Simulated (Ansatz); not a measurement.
Input and output for `[OH][Hf]([OH])([Cl])[Cl]`.

```yaml
crystal:
  periodic: [false, false, false]
  atoms:
    - {symbol: O, position_ang: [-1.305089, 0.909394, 0.945724]}
    - {symbol: Hf, position_ang: [-0.321052, -0.191670, -0.289259]}
    - {symbol: O, position_ang: [1.555111, -0.468901, 0.428337]}
    - {symbol: Cl, position_ang: [-1.153264, -2.102391, -0.853186]}
    - {symbol: Cl, position_ang: [0.259936, 0.993894, -2.293889]}
    - {symbol: H, position_ang: [-1.608312, 1.357461, 1.449716]}
    - {symbol: H, position_ang: [2.457176, -0.642414, 0.971000]}
basis:
  gaussian: {orbitals: ANO-RCC-VTZP, point_charges: [{charge: 2.00, position_ang: [7.377, -0.885, -0.742]}]}
hamiltonian: {xc: {name: revPBE0}}
scf: {lower_state_search: light}
output: {forces: true}
```

```sh
$ ansatz run in.yaml --threads 4 --pin off --events-out ev --progress --plain --max-ram 10444MiB
```

Output, abridged:

```
Functional definition: revPBE0
1944 factors; integrals over basis functions are off by at most 7.5e-4 eV
mean field evaluation 1: about -439595.2999 eV, gradient 9.9e1 eV
mean field evaluation 2: about -439488.1174 eV, gradient 2.8e2 eV
mean field evaluation 4: about -439608.6644 eV, gradient 1.7e1 eV
mean field evaluation 8: about -439609.0802 eV, gradient 5.7e-1 eV
mean field evaluation 16: about -439609.0807 eV, gradient 1.0e-4 eV
mean field -439609.08072203 eV, -16155.3357387974 hartree, gradient 2.5e-5 eV, S^2 0.000000; 0 other end points of the search recorded, 0 dependent functions left out
reference -439609.08079602 eV, -16155.3357415166 hartree; 62, 62 occupied and 198, 198 virtual orbitals, 1944 factors
Total energy: -439609.08079602 eV, -16155.3357415166 hartree
Relativity: scalar
Atom 0 at    -1.305089     0.909394     0.945724 Å, force    11.350844   -16.805989   -18.795813 eV/Å
Atom 1 at    -0.321052    -0.191670    -0.289259 Å, force     3.601269     4.259289     1.768928 eV/Å
Atom 2 at     1.555111    -0.468901     0.428337 Å, force     2.184992    -0.618014     1.428999 eV/Å
Atom 3 at    -1.153264    -2.102391    -0.853186 Å, force    -1.556607    -3.164897    -0.801066 eV/Å
Atom 4 at     0.259936     0.993894    -2.293889 Å, force    -0.341195    -0.362115     0.592644 eV/Å
Atom 5 at    -1.608312     1.357461     1.449716 Å, force   -10.932552    15.942875    17.953994 eV/Å
Atom 6 at     2.457176    -0.642414     0.971000 Å, force    -4.256933     0.724498    -2.083565 eV/Å
Dipole moment:    -0.485806    -0.070074     0.567951 e Å
```

Hardware: 4 threads of an Arm Neoverse V1 on a shared host. Wall time 37 s, peak host memory 1.3 GiB.
